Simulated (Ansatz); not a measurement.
ClH3MoO3S, SMILES `[OH][Mo]([OH])([OH])(=[S])[Cl]`, relaxed with RKS PBE0-D4/def2-TZVP in Ansatz 0.2.0 from a PBE-D4/def2-SVP geometry. The force threshold is 0.005 eV/Å; the program also tests the step.

Total charge 0; spin multiplicity 1. Mo: def2 effective core potential.

Start:

```xyz
9

O     1.021    1.374   -0.524
Mo    0.054   -0.191   -0.109
O    -1.395   -1.008    0.760
O     1.313   -0.779    1.147
S     0.313   -1.351   -1.862
Cl   -1.749    1.446   -0.480
H     0.512    2.199   -0.670
H    -2.239   -0.515    0.840
H     2.170   -1.175    0.898
```

| step | energy (eV) | largest force (eV/Å) | largest move (Å) |
| --- | --- | --- | --- |
| 1 | -31397.7535 | 0.885 | 0.000 |
| 2 | -31397.8105 | 0.559 | 0.055 |
| 3 | -31397.8229 | 0.094 | 0.019 |
| 4 | -31397.8243 | 0.071 | 0.011 |
| 5 | -31397.8256 | 0.041 | 0.028 |
| 6 | -31397.8257 | 0.025 | 0.009 |
| 7 | -31397.8258 | 0.019 | 0.009 |
| 8 | -31397.8261 | 0.040 | 0.028 |
| 9 | -31397.8261 | 0.033 | 0.023 |
| 10 | -31397.8264 | 0.076 | 0.026 |
| 11 | -31397.8266 | 0.075 | 0.012 |
| 12 | -31397.8267 | 0.062 | 0.022 |
| 13 | -31397.8267 | 0.108 | 0.032 |
| 14 | -31397.8268 | 0.053 | 0.004 |
| 15 | -31397.8269 | 0.009 | 0.016 |
| 16 | -31397.8269 | 0.014 | 0.017 |
| 17 | -31397.8269 | 0.024 | 0.013 |
| 18 | -31397.8269 | 0.015 | 0.003 |
| 19 | -31397.8269 | 0.002 | 0.002 |

End:

```xyz
9

O     0.988    1.430   -0.521
Mo    0.077   -0.145   -0.125
O    -1.307   -0.977    0.799
O     1.355   -0.689    1.104
S     0.312   -1.306   -1.837
Cl   -1.762    1.381   -0.542
H     0.506    2.248   -0.682
H    -2.174   -0.563    0.862
H     2.005   -1.378    0.943
```

Run time 2 min (4 threads of an Arm Neoverse V2 on a shared host); peak host memory 0.74 GiB.
